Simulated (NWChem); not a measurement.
# BH₃S; SMILES BS

Program: NWChem. Coordinates come from a PBE0/def2-SVP optimisation. B3LYP is NWChem's, with the RPA form of VWN correlation. Vertical excitations in the gas phase; the lowest state need not have the same character in each row.

| level | lowest excitation, singlet (eV) | oscillator strength of that lowest state | lowest state with f > 0.02, singlet (eV) | orbital gap (eV) |
|---|---|---|---|---|
| PBE/def2-SVP, TDA | 5.89 | 0.001 | 6.67 | 5.14 |
| B3LYP/def2-SVP, TDA | 6.21 | 0.001 | 6.77 | 6.80 |
| CAM-B3LYP/def2-SVP, TDA | 6.33 | 0.001 | 6.88 | 9.70 |
| LRC-wPBEh/def2-SVP, TDA | 6.26 | 0.001 | 6.88 | 10.85 |
